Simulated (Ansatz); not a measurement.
One change: `N[Si](O)([AlH2])[SiH3]` becomes `CO[Si](N)(O)[SiH3]`.

Ansatz, PBE0-D4/def2-TZVP geometries, multiplicity 1. Each molecule was computed in one conformer, which needn't be the lowest.

```
                                          property  `N[Si](O)([AlH2])[SiH3]`
size of the dipole moment (ωB97M-V/def2-TZVPP) / D                      2.48
               LUMO energy (B3LYP/def2-TZVPP) / eV                     -2.14
                LUMO energy (PBE0/def2-TZVPP) / eV                     -1.96
              HOMO–LUMO gap (PBE0/def2-TZVPP) / eV                      4.83
                HOMO energy (PBE0/def2-TZVPP) / eV                     -6.79
           HOMO–LUMO gap (ωB97M-V/def2-TZVPP) / eV                      8.39
```

Q: Give the same properties after the change, and the shifts. (Best estimate.)

A: The calculation gave: 
```
                                          property  `CO[Si](N)(O)[SiH3]`  shift
size of the dipole moment (ωB97M-V/def2-TZVPP) / D                  1.36  -1.12
               LUMO energy (B3LYP/def2-TZVPP) / eV                  0.24   2.38
                LUMO energy (PBE0/def2-TZVPP) / eV                  0.45   2.41
              HOMO–LUMO gap (PBE0/def2-TZVPP) / eV                  7.71   2.88
                HOMO energy (PBE0/def2-TZVPP) / eV                 -7.26  -0.47
           HOMO–LUMO gap (ωB97M-V/def2-TZVPP) / eV                 11.51   3.12
```

With PBE0 the HOMO falls by 0.47 eV and the LUMO rises by 2.41 eV, so the gap widens by about 2.88 eV. PBE moves the HOMO by -0.25 eV and ωB97M-V by -0.70 eV. Dipoles are sizes alone; their direction can turn.

B3LYP here is the variant with VWN-RPA as its local correlation; programs differ in this.
